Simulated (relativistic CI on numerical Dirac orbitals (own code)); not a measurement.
# Rh13+: sensitivity of the levels to the model

Base calculation: Dirac-Coulomb-Breit CI, orbitals from a KLI potential per configuration, QED by a radiative potential, unscaled Slater integrals.

CI space (outside the closed core [Ar] 3d10): 4s2.4p2, 4s.4p3, 4p4, 4s2.4p.4d, 4s.4p2.4d, 4s2.4p.4f, 4s.4p2.4f, 4p3.4d, 4s.4p.4d2, 4s2.4p.5s, 4s2.4d.4f, 4s2.4p.5p, 4s2.4d2, 4s.4d3, 4s.4d2.4f, 4p2.4d2, 4p.4d3, 4p.4d2.4f, 4p.4d2.5s, 4s2.4f2, 4s.4d.4f2, 4s.4f3, 4s2.4d.5s, 4s.4d2.5s, 4s.4d.4f.5s. Double excitations out of closed p, d and f shells are left out; levels of such configurations are missing from the list, as are those of other unlisted configurations, and high levels can miss mixing partners. These lack a partner that the ground configuration has and come out too high: 4s2.4p.5p.

The lowest level and the first level of each name with at least 55 % of one term (blank where a level has no safe partner in the second run):

```csv
Level,Base (cm⁻¹),Shift (cm⁻¹)
4s2.4p2 3P_0,0,0
4s2.4p2 3P_1,30184,+860
4s2.4p2 3P_2,42951,+3
4s2.4p2 1D_2,84887,-310
4s2.4p2 1S_0,121884,-3874
4s.4p3 5S°_2,256811,+7680
4s.4p3 3D°_1,317193,+2550
4s.4p3 3D°_2,320045,+3190
4s.4p3 3D°_3,332066,+3503
4s.4p3 3P°_0,364463,+81
4s.4p3 3P°_1,369012,+379
4s.4p3 3S°_1,429622,-7470
4s2.4p.4d 3F°_2,479375,+2373
4s2.4p.4d 3F°_3,496314,+2673
4s2.4p.4d 3F°_4,523771,+3187
4s2.4p.4d 3P°_0,562286,-1901
4s2.4p.4d 3P°_1,567633,-2540
4s2.4p.4d 3D°_3,570466,-3066
4s2.4p.4d 1F°_3,613256,-6148
4s2.4p.4d 1P°_1,621553,-7546
4p4 3P_2,643082,+5251
4p4 3P_0,673085,+3571
```

At this charge energies of transitions that change n are usually good to better than 1 %, and those within a shell (Δn = 0) to a few per cent.

Question: One thing was changed in a second run, which moved the levels as shown. Which?
A. valence Slater integrals scaled by 0.9
B. Breit term removed
C. configuration mixing switched off
D. QED terms removed

Answer: A. Valence Slater integrals scaled by 0.9. Scaling acts on the splittings between terms and on the mixing, and leaves the fine structure of pure LS terms nearly alone; in jj coupling it moves the levels of one term differently.

LS names give the leading component of a level, which can be under half, so a name can repeat, a term be missing and a line seem to break the LS rules.
